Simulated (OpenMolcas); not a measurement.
# Multiconfigurational calculation on Ni⁷⁺

Input:

```
&GATEWAY
Coord
1

Ni 0.0 0.0 0.0
Basis=ANO-RCC-VDZ
Group=XYZ
NoMove
AngMom=0.0 0.0 0.0
AMFI
&SEWARD
&RASSCF
FileOrb=start.orb
Symmetry=1
Spin=4
nActEl=3 0 0
Inactive=3 6
Ras2=5 0
CIRoot=10 10 1
SDav=10
CIMx=300
Iter=120 100
PrWF=0.3
OrbListing=Nothing
MaxOrb=0
Atom
>>> COPY $Project.JobIph JOB001
&RASSCF
FileOrb=start.orb
Symmetry=1
Spin=2
nActEl=3 0 0
Inactive=3 6
Ras2=5 0
CIRoot=40 40 1
SDav=40
CIMx=300
Iter=120 100
PrWF=0.3
OrbListing=Nothing
MaxOrb=0
Atom
>>> COPY $Project.JobIph JOB002
&RASSI
NrOfJobIphs=2 10 35
1 2 3 4 5 6 7 8 9 10
1 2 3 4 5 6 7 8 9 10 11 12 13 14 15 16 17 18 19 20 21 22 23 24 25 26 27
28 29 30 31 32 33 34 35
IphNames
JOB001
JOB002
EJob
SpinOrbit
DIPRint=1.0
SOCoupling=1000.0
Subsets=2
MEES
Property=10
'ANGMOM' 1 'ANGMOM' 2 'ANGMOM' 3 'MLTPL  1' 1 'MLTPL  1' 2 'MLTPL  1' 3
'AMFI' 1 'AMFI' 2 'AMFI' 3 'MLTPL  2' 6
SOProperty=3
'ANGMOM' 1 'ANGMOM' 2 'ANGMOM' 3
```

Launched by
```bash
OMP_NUM_THREADS=1 MOLCAS_MEM=2252 MOLCAS_PROJECT=a pymolcas a.inp > a.log  # once for each step of the input, in one work folder
```

A driver script runs the steps one by one and writes start.orb anew before each from the orbitals found so far.

Output, cut to the results:

```
--- SEWARD ---
Basis set label: NI.ANO-RCC...5S4P2D.

      Electronic valence basis set:
      ------------------
      Associated Effective Charge  28.000000 au
      Associated Actual Charge     28.000000 au
      Nuclear Model: Point charge

      Shell  nPrim  nBasis  Cartesian Spherical Contaminant
         s      21       5        X
         p      15       4        X
         d      10       2                 X
                  Relativistic Douglas-Kroll-Hess integrals:
                    - DKH order of Hamiltonian: 2
                    - DKH order of Properties : 0
                  Atomic mean-field integrals
--- RASSCF ---
Wave function specifications:
      -----------------------------

      Number of closed shell electrons          18
      Number of electrons in active shells       3
      Max number of holes in RAS1 space          0
      Max nr of electrons in RAS3 space          0
      Number of inactive orbitals                9
      Number of active orbitals                  5
      Number of secondary orbitals              13
      Spin quantum number                      1.5
      State symmetry                             1
Orbital specifications:
      -----------------------

      Symmetry species                           1   2
                                                ag  au
      Frozen orbitals                            0   0
      Inactive orbitals                          3   6
      Active orbitals                            5   0
      RAS1 orbitals                              0   0
      RAS2 orbitals                              5   0
      RAS3 orbitals                              0   0
      Secondary orbitals                         7   6
      Deleted orbitals                           0   0
      Number of basis functions                 15  12
      Number of CSFs                            10
      Number of root(s) required                10
      Iter CI   SX   CI       RASSCF       Energy    max ROT     max BLB   max BLB  Level Ln srch  Step   QN
          iter iter root      energy       change     param      element    value   shift minimum  type update
 Nr of preliminary CI iterations:   1
      Total energies have been shifted. Add                -1000.00 au
        1   1    6    0  -501.16671900    0.00E+00  -2.99E-01*   4  10 2 -1.67E+00*  0.00   0.00    SX    NO
        2   1    6    0  -503.39932419   -2.23E+00* -6.31E-02    3  12 2 -1.36E-01*  0.00   0.00    SX    NO
        3   1    5    0  -503.43722369   -3.79E-02*  9.99E-03    6  12 2  4.91E-02*  0.00   0.00    SX    NO
        4   1    5    0  -503.43835831   -1.13E-03* -2.60E-03    4  10 2 -8.62E-03*  0.00   0.00    SX    NO
        5   1    4    0  -503.43842163   -6.33E-05*  4.93E-04    4  10 2  2.19E-03*  0.00   0.81    QN   YES
        6   1    3    0  -503.43842543   -3.81E-06* -6.11E-07    4  10 2  9.59E-06   0.00   1.00    QN   YES
        7   1    2    0  -503.43842543   -2.14E-11  -1.60E-08    3   9 1  2.38E-07   0.00   1.02    QN   YES
      Convergence after  7 iterations
        8   1    2    0  -503.43842543    4.55E-13  -1.60E-08    3  10 1 -2.54E-08   0.00   1.02    QN   YES
      Natural orbitals and occupation numbers for root  1
      sym 1:   0.170735   1.000000   0.829265   0.829265   0.170735
      Natural orbitals and occupation numbers for root  2
      sym 1:   0.957363   0.042637   0.957363   0.042637   1.000000
      Natural orbitals and occupation numbers for root  3
      sym 1:   0.647803   0.352197   0.647803   1.000000   0.352197
::    RASSCF root number  1 Total energy:  -1503.47503333
::    RASSCF root number  2 Total energy:  -1503.47503333
::    RASSCF root number  3 Total energy:  -1503.47503333
::    RASSCF root number  4 Total energy:  -1503.47503333
::    RASSCF root number  5 Total energy:  -1503.47503333
::    RASSCF root number  6 Total energy:  -1503.47503333
::    RASSCF root number  7 Total energy:  -1503.47503333
::    RASSCF root number  8 Total energy:  -1503.35300702
::    RASSCF root number  9 Total energy:  -1503.35300702
::    RASSCF root number 10 Total energy:  -1503.35300702
--- RASSCF ---
Wave function specifications:
      -----------------------------

      Number of closed shell electrons          18
      Number of electrons in active shells       3
      Max number of holes in RAS1 space          0
      Max nr of electrons in RAS3 space          0
      Number of inactive orbitals                9
...
--- RASSI ---
SPIN-FREE ENERGIES:
  (Shifted by EMIN (a.u.) =      -1503.4750333253)

 SF State       Relative EMIN(au)   Rel lowest level(eV)    D:o, cm**(-1)      L_eff

     1             0.0000000000        0.0000000000              0.0000         3.0
     2             0.0000000000        0.0000000000              0.0000         3.0
     3             0.0000000000        0.0000000000              0.0000         3.0
     4             0.0000000000        0.0000000000              0.0000         3.0
     5             0.0000000000        0.0000000000              0.0000         3.0
     6             0.0000000000        0.0000000000              0.0000         3.0
     7             0.0000000000        0.0000000000              0.0000         3.0
     8             0.1220263081        3.3205050017          26781.6790         1.0
     9             0.1220263081        3.3205050017          26781.6790         1.0
    10             0.1220263081        3.3205050017          26781.6790         1.0
    11             0.1255529092        3.4164687073          27555.6785         4.0
    12             0.1255529092        3.4164687073          27555.6785         4.0
    13             0.1255529092        3.4164687073          27555.6785         4.0
    14             0.1255529092        3.4164687073          27555.6785         4.0
    15             0.1255529092        3.4164687073          27555.6785         4.0
    16             0.1255529092        3.4164687073          27555.6785         4.0
    17             0.1255529092        3.4164687073          27555.6785         4.0
    18             0.1255529092        3.4164687073          27555.6785         4.0
    19             0.1255529092        3.4164687073          27555.6785         4.0
    20             0.1660390793        4.5181535179          36441.3657         4.5
    21             0.1660390793        4.5181535179          36441.3657         4.4
...
```

Levels above the lowest, from the spin-orbit matrix, grouped by J:

```
Configuration  Term     J  E (cm-1)  Measured (cm-1)      g  Term weight %  Second
          3d3    4F   3/2       0.0              0.0  0.400            100        
          3d3    4F   5/2       952             1012  1.029            100        
          3d3    4F   7/2      2221             2184  1.238            100        
          3d3    4F   9/2      3750             3721  1.333            100        
          3d3    4P   1/2     27970            23261  2.636             98        
          3d3    4P   3/2     28230            23710  1.716             96    4 2P
          3d3    2G   7/2     29013                   0.889            100        
          3d3    4P   5/2     29526            24669  1.600            100        
          3d3    2G   9/2     30177                   1.103             95    5 2H
          3d3    2P   3/2     38065                   1.185             65   31 2D
          3d3    2P   1/2     38164                   0.700             98        
          3d3    2H   9/2     38435                   0.918             95    5 2G
          3d3    2H  11/2     39226                   1.091            100        
          3d3    2D   3/2     42563                   0.967             69   31 2P
          3d3    2D   5/2     42691                   1.201            100        
          3d3    2F   7/2     65123                   1.143            100        
          3d3    2F   5/2     65720                   0.857            100
```

Against the 6 measured excited levels shown (Corliss and Sugar, J. Phys. Chem. Ref. Data 10, 197 (1981)) the mean absolute deviation is 2400 cm-1; the largest miss in energy is 3d3 4P 5/2: computed 29526, measured 24669 cm-1 (+19.7 %).

Some high roots are left out of the spin-orbit mixing, which shifts the levels that they would mix with. Without dynamic correlation excited terms often stand tens of per cent too high (terms of higher spin than the ground term too low), and those without a measured partner can miss by more than the paired ones. The basis is small and was not contracted for so high a charge. Computed and measured levels are paired by configuration, term and J; levels that our copy of the source lacks, or whose pairing is in doubt (as where it misses far off the trend of its configuration), stay unpaired and out of the deviations. Only configurations of the active space appear. The first state left out of the spin-orbit step lies near 99000 cm-1 above the lowest spin-free state of the reference (among the parities and spins computed), and the list stops at four fifths of that energy or lower.

The RASSCF and RASSI steps took 7.8 s on 1 thread of Arm Neoverse V2 (shared host); the integral step is not counted.

The term weight is that of the spin-free term in the level, not the purity of its configuration.
